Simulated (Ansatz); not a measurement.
Reaction (substitution at a C–Si bond): `FC[SiH]([SiH3])[SiH3]` + `[OH][SnH3]` → `FC[O][SnH3]` + `[SiH3][SiH2][SiH3]`

Computed with Ansatz on PBE0-D4/def2-TZVP structures; ΔE is electronic, products minus reactants. CCSD(T)/CBS is the MP2 limit (def2-TZVPP, def2-QZVPP) plus CCSD(T) − MP2 in def2-TZVPP, frozen cores. DFT in def2-TZVPP. B3LYP here is the variant with VWN-RPA as its local correlation; programs differ in this. Elements past krypton have def2 core potentials. For Sn outer-core shells are correlated without core-valence functions, which leaves a few kJ/mol of doubt a bond. Each species was taken in one conformer, which may not be the lowest.

`FC[SiH]([SiH3])[SiH3]`:

Cartesian coordinates in Å:
```
F -1.929 -1.189 -0.847
C -1.051 -0.402 -1.584
Si 0.302 0.312 -0.443
Si 1.542 -1.421 0.522
Si -0.661 1.671 1.200
H -0.617 -1.024 -2.374
H -1.629 0.396 -2.062
H 1.194 1.138 -1.310
H 2.675 -0.852 1.301
H 0.686 -2.219 1.439
H 2.090 -2.322 -0.529
H -1.504 0.857 2.114
H 0.410 2.328 1.997
H -1.507 2.726 0.577
```

`[OH][SnH3]`:

Z-matrix (Å, degrees):
```
Sn
O 1 1.970
H 1 1.709 2 108.5
H 1 1.698 2 103.1 3 119.8
H 1 1.709 2 108.5 3 -120.5
H 2 0.959 1 113.2 3 60.0
```

`FC[O][SnH3]`:

Z-matrix (Å, degrees):
```
C
O 1 1.354
F 1 1.398 2 110.7
H 1 1.095 2 109.7 3 117.5
H 1 1.100 2 113.4 3 -117.9
Sn 2 1.991 1 118.4 3 47.9
H 6 1.700 2 101.6 1 159.4
H 6 1.699 2 108.3 1 -81.6
H 6 1.705 2 106.3 1 40.5
```

`[SiH3][SiH2][SiH3]`:

Z-matrix (Å, degrees):
```
Si
Si 1 2.338
H 1 1.488 2 109.8
H 1 1.488 2 111.3 3 120.4
H 1 1.488 2 109.8 3 -119.2
Si 2 2.338 1 110.3 3 59.6
H 2 1.490 1 109.6 3 -179.6
H 2 1.490 1 109.6 3 -61.1
H 6 1.488 2 109.8 1 -59.5
H 6 1.488 2 109.8 1 59.7
H 6 1.488 2 111.3 1 -179.9
```

(1) Is it downhill or uphill in electronic energy at CCSD(T)/CBS, and by how much? (Best estimate.)

(2) What do these levels give: PBE-D4, r2SCAN-D4, B3LYP-D4, ωB97M-V, B2PLYP, r2SCAN, PBE0, CCSD/def2-TZVPP, HF/def2-QZVPP, MP2/def2-QZVPP, SCS-MP2/def2-QZVPP, CCSD/CBS(def2)? (An estimate is asked.)

Largest T1 diagnostic among the species: 0.014.

Results:

(1) Computed: Uphill: ΔE = +11.6 kJ/mol.

(2) Computed: PBE-D4 10.8, r2SCAN-D4 6.6, B3LYP-D4 8.6, ωB97M-V 9.0, B2PLYP 7.1, r2SCAN 5.8, PBE0 7.8, CCSD/def2-TZVPP 6.0, HF/def2-QZVPP -5.1, MP2/def2-QZVPP 14.0, SCS-MP2/def2-QZVPP 10.8, CCSD/CBS(def2) 11.0 kJ/mol.

In def2-TZVPP, CCSD(T) changes the Hartree–Fock value by +12.1 kJ/mol (the triples alone add +0.6 kJ/mol) and MP2 by +16.5 kJ/mol.
